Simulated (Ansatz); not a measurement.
Born–Oppenheimer molecular dynamics of F2H5NSSi2 (11 atoms, charge 0, multiplicity 1). It starts from a relaxed structure.

Computed with Ansatz, UKS PBE0-D4/STO-3G.

```yaml
ensemble: NVT, Nosé–Hoover chain
time_step: 0.25 fs
steps_asked: 134
set_temperature: 3000 K
thermostat: time constant 100 fs, chain length 3 (defaults)
masses: H 2.014 u
seed: 810254
```

Frames 2.5 fs apart, positions in Å, forces in eV/Å.

Velocities at 2.5 fs (Å/ps):

```
N 6.59 -22.28 -22.97
Si 5.26 3.48 -0.34
F -2.93 18.59 6.79
F 15.30 11.03 6.47
S -9.95 -17.95 0.23
Si 0.35 7.42 2.62
H -42.06 20.34 -22.69
H 8.21 -15.58 -18.27
H -11.32 11.88 -1.15
H -5.49 31.08 12.04
H -31.63 -38.43 29.22
```

```xyz
11
Properties=species:S:1:pos:R:3:forces:R:3 time_fs=2.5 energy_less_start_eV=0.238 T=2796
N -1.120 -2.343 0.013 1.48 1.45 -0.03
Si -0.527 -0.681 0.429 -0.71 -1.45 0.15
F 0.215 -0.683 1.887 -0.01 -0.25 -0.19
F -1.710 0.411 0.694 -0.26 0.03 -0.09
S 0.700 -0.183 -1.172 0.86 1.42 -0.32
Si 1.341 1.787 -0.472 -1.06 -0.78 0.89
H -1.373 -2.434 -0.993 0.19 0.22 -0.22
H -1.982 -2.586 0.494 -1.21 -0.28 0.93
H 0.183 2.707 -0.327 0.70 -0.63 -0.04
H 2.230 2.393 -1.427 0.26 -0.13 0.02
H 1.941 1.583 0.881 -0.25 0.40 -1.09
11
Properties=species:S:1:pos:R:3:forces:R:3 time_fs=5.0 energy_less_start_eV=0.684 T=2412
N -1.100 -2.395 -0.045 0.51 1.67 -0.21
Si -0.515 -0.674 0.428 -1.26 -2.18 0.55
F 0.207 -0.637 1.903 0.03 -0.46 -0.37
F -1.672 0.439 0.710 -0.47 0.06 -0.20
S 0.677 -0.227 -1.172 1.62 2.49 -0.73
Si 1.340 1.804 -0.465 -1.62 -1.57 1.14
H -1.473 -2.379 -1.049 0.61 0.37 0.67
H -1.978 -2.628 0.462 -0.45 -0.01 0.67
H 0.167 2.725 -0.330 0.87 -0.84 -0.03
H 2.221 2.468 -1.397 0.35 -0.32 0.14
H 1.858 1.496 0.934 -0.19 0.79 -1.63
11
Properties=species:S:1:pos:R:3:forces:R:3 time_fs=7.5 energy_less_start_eV=1.173 T=1993
N -1.079 -2.440 -0.103 -1.32 1.74 0.26
Si -0.505 -0.672 0.429 -1.62 -2.47 1.03
F 0.200 -0.593 1.918 0.09 -0.65 -0.52
F -1.636 0.466 0.726 -0.61 0.03 -0.32
S 0.656 -0.265 -1.173 2.21 3.24 -1.11
Si 1.336 1.819 -0.455 -1.60 -2.30 0.54
H -1.555 -2.313 -1.086 1.00 0.22 1.28
H -1.986 -2.671 0.449 1.01 0.34 -0.15
H 0.175 2.720 -0.335 0.45 -0.57 0.04
H 2.222 2.533 -1.361 0.29 -0.55 0.34
H 1.770 1.431 0.940 0.12 0.97 -1.39
11
Properties=species:S:1:pos:R:3:forces:R:3 time_fs=10.0 energy_less_start_eV=1.610 T=1619
N -1.063 -2.478 -0.160 -1.83 2.24 1.00
Si -0.499 -0.675 0.432 -1.76 -2.55 1.38
F 0.193 -0.550 1.932 0.16 -0.83 -0.64
F -1.601 0.494 0.740 -0.69 -0.07 -0.46
S 0.639 -0.298 -1.176 2.56 3.72 -1.33
Si 1.329 1.828 -0.444 -1.20 -2.89 -0.76
H -1.609 -2.241 -1.087 1.00 -0.03 1.01
H -1.967 -2.705 0.433 1.39 0.30 -0.43
H 0.196 2.698 -0.338 -0.40 0.03 0.11
H 2.231 2.582 -1.316 0.21 -0.75 0.47
H 1.686 1.394 0.907 0.57 0.82 -0.34
11
Properties=species:S:1:pos:R:3:forces:R:3 time_fs=12.5 energy_less_start_eV=1.982 T=1301
N -1.054 -2.505 -0.213 -0.67 2.90 1.56
Si -0.497 -0.683 0.438 -1.66 -2.43 1.49
F 0.187 -0.510 1.944 0.24 -1.01 -0.71
F -1.569 0.522 0.753 -0.73 -0.24 -0.61
S 0.627 -0.323 -1.182 2.69 3.98 -1.31
Si 1.319 1.831 -0.434 -0.96 -3.13 -2.22
H -1.633 -2.169 -1.060 0.52 -0.13 0.09
H -1.909 -2.731 0.406 0.51 -0.10 0.07
H 0.204 2.678 -0.338 -1.10 0.55 0.11
H 2.248 2.609 -1.257 0.19 -0.79 0.44
H 1.618 1.381 0.864 0.98 0.41 1.11
11
Properties=species:S:1:pos:R:3:forces:R:3 time_fs=15.0 energy_less_start_eV=2.257 T=1067
N -1.048 -2.521 -0.260 1.01 3.39 1.60
Si -0.498 -0.697 0.446 -1.39 -2.02 1.33
F 0.181 -0.474 1.953 0.31 -1.22 -0.72
F -1.539 0.549 0.764 -0.72 -0.47 -0.76
S 0.620 -0.341 -1.190 2.60 4.07 -1.03
Si 1.307 1.827 -0.429 -1.33 -3.01 -2.60
H -1.643 -2.101 -1.029 -0.12 -0.11 -0.65
H -1.837 -2.760 0.382 -0.77 -0.59 0.87
H 0.183 2.672 -0.335 -0.92 0.46 0.01
H 2.269 2.612 -1.185 0.26 -0.66 0.21
H 1.579 1.381 0.853 1.07 0.15 1.75
11
Properties=species:S:1:pos:R:3:forces:R:3 time_fs=17.5 energy_less_start_eV=2.294 T=1038
N -1.038 -2.522 -0.299 0.99 3.46 1.83
Si -0.502 -0.715 0.458 -1.02 -1.31 0.96
F 0.176 -0.441 1.961 0.39 -1.43 -0.68
F -1.512 0.574 0.772 -0.69 -0.76 -0.90
S 0.618 -0.352 -1.200 2.35 4.02 -0.55
Si 1.292 1.817 -0.430 -1.91 -2.86 -1.30
H -1.655 -2.037 -1.016 -0.33 -0.38 -0.51
H -1.785 -2.805 0.381 -0.77 -0.55 0.55
H 0.135 2.678 -0.331 -0.06 -0.09 -0.14
H 2.299 2.596 -1.107 0.31 -0.46 -0.08
H 1.572 1.387 0.890 0.74 0.35 0.84
11
Properties=species:S:1:pos:R:3:forces:R:3 time_fs=20.0 energy_less_start_eV=2.305 T=1032
N -1.024 -2.508 -0.331 -0.39 2.97 2.53
Si -0.509 -0.736 0.472 -0.61 -0.38 0.45
F 0.173 -0.412 1.966 0.45 -1.63 -0.60
F -1.486 0.598 0.778 -0.66 -1.06 -1.02
S 0.621 -0.355 -1.212 2.00 3.85 0.04
Si 1.273 1.801 -0.433 -1.98 -2.66 0.41
H -1.676 -1.985 -1.017 -0.11 -0.85 0.08
H -1.753 -2.865 0.393 0.22 0.08 -0.72
H 0.085 2.682 -0.332 0.70 -0.55 -0.28
H 2.338 2.566 -1.031 0.16 -0.36 -0.29
H 1.585 1.403 0.951 0.20 0.59 -0.59
11
Properties=species:S:1:pos:R:3:forces:R:3 time_fs=22.5 energy_less_start_eV=2.341 T=1006
N -1.012 -2.482 -0.352 -1.20 2.25 2.85
Si -0.516 -0.757 0.487 -0.20 0.63 -0.14
F 0.171 -0.389 1.969 0.50 -1.83 -0.50
F -1.462 0.617 0.781 -0.64 -1.34 -1.11
S 0.627 -0.350 -1.222 1.59 3.55 0.66
Si 1.250 1.779 -0.436 -1.28 -2.28 1.37
H -1.701 -1.957 -1.016 0.10 -1.04 0.38
H -1.716 -2.924 0.386 0.69 0.59 -1.35
H 0.055 2.671 -0.341 0.95 -0.64 -0.34
H 2.381 2.525 -0.963 -0.24 -0.42 -0.40
H 1.605 1.436 0.995 -0.26 0.55 -1.42
11
Properties=species:S:1:pos:R:3:forces:R:3 time_fs=25.0 energy_less_start_eV=2.218 T=1117
N -1.004 -2.445 -0.361 -0.89 1.65 2.51
Si -0.525 -0.778 0.501 0.20 1.60 -0.72
F 0.171 -0.372 1.971 0.54 -2.00 -0.39
F -1.441 0.633 0.780 -0.67 -1.56 -1.14
S 0.636 -0.340 -1.232 1.14 3.11 1.23
Si 1.224 1.752 -0.435 -0.10 -1.92 1.40
H -1.723 -1.959 -1.005 0.06 -0.79 0.20
H -1.660 -2.966 0.341 0.35 0.48 -0.86
H 0.051 2.641 -0.360 0.61 -0.33 -0.34
H 2.417 2.471 -0.907 -0.70 -0.50 -0.52
H 1.618 1.485 1.000 -0.54 0.25 -1.36
11
Properties=species:S:1:pos:R:3:forces:R:3 time_fs=27.5 energy_less_start_eV=2.087 T=1238
N -1.001 -2.402 -0.359 -0.04 1.39 1.67
Si -0.532 -0.794 0.514 0.57 2.48 -1.23
F 0.172 -0.361 1.971 0.56 -2.14 -0.27
F -1.422 0.644 0.775 -0.73 -1.68 -1.13
S 0.647 -0.323 -1.240 0.68 2.52 1.68
Si 1.198 1.721 -0.432 1.00 -1.69 0.66
H -1.744 -1.985 -0.989 -0.13 -0.24 -0.28
H -1.594 -2.997 0.273 -0.37 -0.32 0.38
H 0.066 2.602 -0.390 -0.10 0.28 -0.33
H 2.433 2.402 -0.866 -0.89 -0.43 -0.72
H 1.615 1.542 0.966 -0.56 -0.16 -0.42
11
Properties=species:S:1:pos:R:3:forces:R:3 time_fs=30.0 energy_less_start_eV=2.085 T=1248
N -0.997 -2.352 -0.350 -0.20 0.61 1.09
Si -0.539 -0.806 0.524 0.91 3.28 -1.56
F 0.175 -0.356 1.970 0.57 -2.22 -0.17
F -1.404 0.649 0.767 -0.82 -1.69 -1.08
S 0.660 -0.301 -1.244 0.26 1.74 1.95
Si 1.174 1.686 -0.428 1.36 -1.36 -0.43
H -1.769 -2.018 -0.981 -0.04 0.23 -0.49
H -1.537 -3.036 0.213 -0.34 -0.65 0.97
H 0.077 2.571 -0.429 -0.65 0.76 -0.34
H 2.422 2.320 -0.848 -0.69 -0.20 -0.98
H 1.596 1.594 0.921 -0.36 -0.50 1.03
```

Of the whole run (34 fs, mean temperature of the second half 1134 K): The conserved energy stayed within 0.048 meV per atom of its start (net change 0.031 meV per atom), so the integration is sound. The mean temperature of the second half is 62 % below the set value. A run of 0.034 ps of so small a system gives no equilibrium averages. Limits of this set-up: minimal basis.

Run time: 18 min on 1 thread of Arm Neoverse N1, on a shared host, peak memory 0.19 GiB.
